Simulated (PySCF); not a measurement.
# How methods differ on the ionisation energy of Ti

Ti [Ar] 3d2 4s2 (3F) → Ti+ [Ar] 3d2 4s1 (4F), as a difference of total energies. All numbers are calculated (PySCF 2.14, scalar relativity by spin-free X2C-1e, in aug-cc-pVDZ-DK (7s6p4d2f, 59 functions)). Correlated levels: valence: [Ar] frozen. The calculations carry no spin-orbit coupling.

```json
{"method": "UHF", "ionisation energy (eV)": "5.563", "error (eV)": "-1.265"}
{"method": "PBE", "ionisation energy (eV)": "6.674", "error (eV)": "-0.154"}
{"method": "MN15", "ionisation energy (eV)": "6.972", "error (eV)": "+0.144"}
{"method": "MP2 (valence)", "ionisation energy (eV)": "6.313", "error (eV)": "-0.515"}
{"method": "SCS-MP2 (valence)", "ionisation energy (eV)": "6.467", "error (eV)": "-0.361"}
```

Reference: 6.828 eV (measured; NIST levels, between the centres of gravity of the two terms).

Errors of the correlated levels include the incompleteness of this basis and the frozen core.

MP2 underrates the near-degeneracy of ns² with np² in the lower species.
